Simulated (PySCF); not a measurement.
# Two-component Hartree-Fock for Nb³⁵⁺ (niobium, charge +35)

Start: [He] 2s2 2p2; 2p1/2 filled at m_j = -1/2, +1/2. Calculated with PySCF 2.14 in an uncontracted even-tempered set (17 s from 15 bohr⁻², ratio 2.4; 12 p from 19 bohr⁻², ratio 2.4; 5 d from 66 bohr⁻², ratio 2.6; 4 f from 99 bohr⁻², ratio 2.6): generalised Hartree-Fock with the X2C-1e Hamiltonian and a Gaussian nucleus; one run each with spin-orbit coupling (SO) switched off, then screened by Boettger's factors.

```tsv
spinor shell	electrons	ε, spin-free (eV)	ε, screened SO (eV)	weight of nominal j (screened SO)	rms radius, screened SO (bohr)
1s1/2	2	-21733.6	-21724.9	1.000	0.0412
2s1/2	2	-4943.7	-4941.1	1.000	0.162
2p1/2	2	-4771.7	-4825.2	1.000	0.139
```

| quantity | spin-free | screened SO |
| --- | --- | --- |
| E (hartree) | -2443.40525 | -2448.13663 |
| M_J | 0 | 0 |
| ⟨J²⟩ | 2.000 | 0.000 |
| ⟨L²⟩ | 2.000 | 1.333 |
| ⟨S²⟩ | 2.000 | 1.333 |

Breit and QED terms are absent; they matter most for the inner s and p1/2 levels.

Densities and radii are taken from the X2C orbitals without a picture-change correction, which distorts them close to the nucleus.

Without spin-orbit coupling the j labels of p, d and f shells carry no meaning; the spin-free column gives the mean over the occupied spinors of each nl shell.
